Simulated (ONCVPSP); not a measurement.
**Varying the ONCV potential for Si (Z = 14)**

Base potential:

silicon, optimised norm-conserving Vanderbilt (ONCV), made with ONCVPSP 4.0.1 (LDA (Perdew-Wang 92), non-relativistic). Core [Ne], reference 3s2 3p1.5 (charge +0.5). Waves: 3s: rc 1.40 bohr, ncon 5, nbas 9, qcut 5 1/bohr, local; 3p: rc 2.10 bohr, ncon 4, nbas 9, qcut 4 1/bohr, 2 projectors, debl 1.9 Ha. Local part: the s channel. Core correction: Teter function, fcfact 1.75, rcfact 1.65.

Cutoffs, loose and tight: the cutoffs (Ha) at which the residual kinetic energy of the hardest occupied pseudo-wave falls to 1 and 0.1 mHa per electron. They do not see the model core or the augmentation charge, which bear on the density cutoff. Test errors are all-electron minus pseudo excitation energies from the reference, over the configurations 3s2 3p2; 3s2 3p1; 3s2 3p0; 3s1 3p2. A dash means not determined; rows that change the core or the reference have their own tests.

A true bound ghost makes a file unfit for plane-wave use even where its test errors are small: the radial tests pick states by their node count and pass the ghost by.

```json
{"change": "base", "outcome": "generated", "cutoff, loose": "84 Ha", "cutoff, tight": "112 Ha", "bound ghosts": "none", "GHOST(+) flags above zero": "none", "largest test error (meV)": "+5.7"}
{"change": "p: rc 1.42", "outcome": "generated", "cutoff, loose": "84 Ha", "cutoff, tight": "124 Ha", "bound ghosts": "p", "GHOST(+) flags above zero": "p", "largest test error (meV)": "+5.9"}
{"change": "p: rc 1.66", "outcome": "generated", "cutoff, loose": "84 Ha", "cutoff, tight": "112 Ha", "bound ghosts": "none", "GHOST(+) flags above zero": "none", "largest test error (meV)": "+7.5"}
{"change": "p: rc 1.88", "outcome": "generated", "cutoff, loose": "84 Ha", "cutoff, tight": "112 Ha", "bound ghosts": "none", "GHOST(+) flags above zero": "none", "largest test error (meV)": "+7.3"}
{"change": "p: rc 2", "outcome": "generated", "cutoff, loose": "84 Ha", "cutoff, tight": "112 Ha", "bound ghosts": "none", "GHOST(+) flags above zero": "none", "largest test error (meV)": "+6.6"}
{"change": "p: rc 2.3", "outcome": "generated", "cutoff, loose": "84 Ha", "cutoff, tight": "112 Ha", "bound ghosts": "none", "GHOST(+) flags above zero": "none", "largest test error (meV)": "+3.2"}
{"change": "p: rc 2.5", "outcome": "generated", "cutoff, loose": "84 Ha", "cutoff, tight": "112 Ha", "bound ghosts": "none", "GHOST(+) flags above zero": "none", "largest test error (meV)": "+2.0"}
{"change": "p: rc 2.68", "outcome": "generated", "cutoff, loose": "84 Ha", "cutoff, tight": "112 Ha", "bound ghosts": "none", "GHOST(+) flags above zero": "none", "largest test error (meV)": "+2.9"}
```

Problem. What comes out with this change to the base: p: rc 3.1?

Solution. outcome: generated; cutoff, loose: 84 Ha; cutoff, tight: 112 Ha; bound ghosts: none; GHOST(+) flags above zero: none; largest test error (meV): -6.8.

Problem. What comes out with this change to the base: p: rc 2.86?

Solution. outcome: generated; cutoff, loose: 84 Ha; cutoff, tight: 112 Ha; bound ghosts: none; GHOST(+) flags above zero: none; largest test error (meV): -4.5.

Reading the sweep of the p radius (base included, trends over the rows without a ghost): The loose cutoff stays near 84 Ha. The median size of the test errors (rows with all tests solved) is not monotonic: lowest 0.2 meV at 2.1 bohr, highest 2.4 meV at 3.1 bohr. Bound ghosts are found at 1.42 bohr.
